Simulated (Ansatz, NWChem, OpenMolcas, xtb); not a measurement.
**Ligand exchange: C3H7FO + C2HAlF2 → C2H4F2O + C3H4AlF**

Gas-phase species: C3H7FO `COC(C)F`, singlet; C2HAlF2 `C#[C][Al]([F])[F]`, singlet; C2H4F2O `COC(F)F`, singlet; C3H4AlF `C#[C][Al]([CH3])[F]`, singlet. The partners trade CH3 for F: C–CH3 and Al–F bonds give way to C–F and Al–CH3.

Shapes, held fixed at every level: PBE0-D4/def2-TZVP. Flexible molecules stand in one conformer, not always the lowest. Programs: Ansatz 0.2.0, NWChem 7.3.0, OpenMolcas 26.06, xtb 6.7.1. A level may come from different programs for different species; with the same settings they agree closely. Electronic energies: no zero-point or thermal term.

| level | kind | ΔE (kJ/mol) | less CCSD(T)/CBS estimate |
| --- | --- | --- | --- |
| GFN1-xTB | semi-empirical | +201.4 | +7.5 |
| HF/def2-TZVPP | Hartree–Fock | +184.2 | -9.7 |
| r2SCAN-D4/def2-TZVPP | meta-GGA | +178.7 | -15.2 |
| B3LYP/6-31G* (Cartesian functions) | global hybrid | +176.2 | -17.7 |
| B3LYP-D4/def2-TZVPP | global hybrid | +183.7 | -10.2 |
| PBE0-D4/def2-TZVPP | global hybrid | +173.8 | -20.1 |
| wB97X-V/def2-TZVPP | range-separated hybrid | +179.6 | -14.3 |
| B2PLYP/def2-TZVPP | double hybrid | +187.9 | -6.0 |
| CCSD(T)/CBS estimate | coupled cluster or CI | +193.9 | 0.0 |

The highest level, CCSD(T)/CBS estimate, gives ΔE = +193.9 kJ/mol; the levels span +173.8 to +201.4. The column of differences is taken from that level and isn't an error. No measured value is set beside it here. The CBS estimate extrapolates MP2 from def2-TZVPP and def2-QZVPP and adds CCSD(T) − MP2 in the triple-zeta set, cores frozen. CCSD(T)/CBS estimate lies outside the range of the other correlated levels here, so it shouldn't be taken on trust.
